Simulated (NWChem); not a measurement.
All runs are NWChem calculations. System: H$_{4}$ClInO, charge 0, spin multiplicity 1, at a geometry optimised with B3LYP/def2-SVP with def2 effective core potentials on In. The structure started from a generated list of species. Level: MP2/def2-SVP with def2 effective core potentials on In, 10 core orbitals frozen.

Input file:

```
start mol
memory heap 200 mb stack 900 mb global 1100 mb
geometry units angstroms nocenter noautoz noautosym
  In    -0.649427    -0.022972     0.122402
  H     -1.066201     0.266668     1.764746
  H     -1.505653    -0.565114    -1.274304
  Cl     1.415419     1.139654    -0.504374
  O      0.962219    -1.788467     0.302806
  H      1.696341    -1.184588     0.061704
  H      0.937547    -2.457719    -0.397955
end
basis spherical
  * library def2-svp
end
ecp
  In library def2-ecp
end
scf
  rhf
  nopen 0
  maxiter 100
  thresh 1e-7
  semidirect memsize 60000000 filesize 0
end
mp2
  freeze core 10
end
task mp2 energy
```

NWChem printed:

```
             Northwest Computational Chemistry Package (NWChem) 7.3.0
             --------------------------------------------------------

                                NWChem Input Module
                                -------------------

 Scaling coordinates for geometry "geometry" by  1.889725989
 (inverse scale =  0.529177249)

                             Geometry "geometry" -> ""
                             -------------------------

 Output coordinates in angstroms (scale by  1.889725989 to convert to a.u.)

  No.       Tag          Charge          X              Y              Z
 ---- ---------------- ---------- -------------- -------------- --------------
    1 In                  49.0000    -0.64942700    -0.02297200     0.12240200
    2 H                    1.0000    -1.06620100     0.26666800     1.76474600
    3 H                    1.0000    -1.50565300    -0.56511400    -1.27430400
    4 Cl                  17.0000     1.41541900     1.13965400    -0.50437400
    5 O                    8.0000     0.96221900    -1.78846700     0.30280600
    6 H                    1.0000     1.69634100    -1.18458800     0.06170400
    7 H                    1.0000     0.93754700    -2.45771900    -0.39795500

 Effective nuclear repulsion energy (a.u.)     362.4220444136

            Nuclear Dipole moment (a.u.)
            ----------------------------
        X                 Y               Z
 ---------------- ---------------- ----------------
    -0.0000264562     0.0000018897    -0.0000396842


 Summary of "ao basis" -> "" (spherical)
 ------------------------------------------------------------------------------
       Tag                 Description            Shells   Functions and Types
 ---------------- ------------------------------  ------  ---------------------
 *                          def2-svp                  on all atoms

 Summary of "ao basis" -> "ao basis" (spherical)
 ------------------------------------------------------------------------------
       Tag                 Description            Shells   Functions and Types
 ---------------- ------------------------------  ------  ---------------------
[...]
     1   1 0 0     -0.349615      0.000000     34.362668
     1   0 1 0     -1.371239      0.000000      1.215504
     1   0 0 1     -0.171573      0.000000     -6.476614

     2   2 0 0    -33.100436      0.000000    205.272333
     2   1 1 0     -5.006834      0.000000     36.501499
     2   1 0 1     -0.334252      0.000000    -41.803032
     2   0 2 0    -29.921014      0.000000    198.243649
     2   0 1 1      2.492624      0.000000    -43.094254
     2   0 0 2    -35.820872      0.000000     36.686247

                   NWChem MP2 Semi-direct Energy/Gradient Module
                   ---------------------------------------------

  Basis functions       =     78
  Molecular orbitals    =     78
  Frozen core           =     10
  Frozen virtuals       =      0
  Active alpha occupied =     15
  Active beta occupied  =     15
  Active alpha virtual  =     53
  Active beta virtual   =     53
  Use MO symmetry       = F
  Use skeleton AO sym   = F

  AO/Fock/Back tols     =   1.0D-09  1.0D-09  1.0D-09

 GA uses MA = F    GA memory limited = T

 Available:
  local mem=  1.26D+08
 global mem=  1.44D+08
 local disk=  0.00D+00
  mp2_memr nvloc                    53
  nvloc new                    53
   1 passes of  15:        3145728                      32683                   8016768.
   1 passes of  15: M    126146366           G      144167032           F     123000638.

 Semi-direct pass number   1 of   1  for RHF alpha+beta  at        1.1s
  vrange nnbf                  2962
  mp2_eaftype                    30  avail_ma_in_mb                  1099
 EAF : mp2_eaftype filesize          30    4008384.
  mp2_eaf for mointskh                     30
Node 0 wrote     18.8 Mb in      0.0 s     Agg I/O rate:  3797.5 Mb/s
 Done moints_semi at        2.5s
  mp2_eaftype                    30  avail_ma_in_mb                  1069
 EAF : mp2_eaftype filesize          30    4008384.
  mp2_eaf for kh                    30
 Done maket at        2.5s
 Done multipass loop at        2.5s

          -------------------------------------------
          SCF energy                -725.743167312335
          Correlation energy          -0.430923759606
          Singlet pairs               -0.270386488194
          Triplet pairs               -0.160537271412
          Total MP2 energy          -726.174091071941
          -------------------------------------------

          ---------------------------------------------------
                    Spin Component Scaled (SCS) MP2
          Same spin pairs                     -0.107024847608
          Same spin scaling factor             0.333333333333
          Opposite spin pairs                 -0.323898911998
          Opposite spin scaling fact.          1.200000000000
          SCS-MP2 correlation energy          -0.424353643600
          Total SCS-MP2 energy              -726.167520955936
          ---------------------------------------------------

 -----------------------
 Performance information
 -----------------------

 Timer overhead =  1.46D-07 seconds/call

               Nr. of calls         CPU time (s)                 Wall time (s)                GFlops
             ---------------    -------------------     ------------------------------   -------------------
Name         Min   Avg   Max    Min     Avg     Max     Min     Avg     Max   Mx/calls   Min     Max     Sum
mp2: moin     1     1     1    1.4     1.4     1.4      1.4     1.4     1.4     1.4      0.0     0.0     0.0
mp2: make     1     1     1   6.57E-2 6.57E-2 6.57E-2  6.57E-2 6.57E-2 6.57E-2 6.57E-2   0.0     0.0     0.0
mp2: tota     1     1     1    1.5     1.5     1.5      1.5     1.5     1.5     1.5      0.0     0.0     0.0

 The average no. of pstat calls per process was 3.00D+00
 with a timing overhead of 4.38D-07s

 Task  times  cpu:        2.5s     wall:        2.5s

 Total times  cpu:        2.6s     wall:        2.6s
```
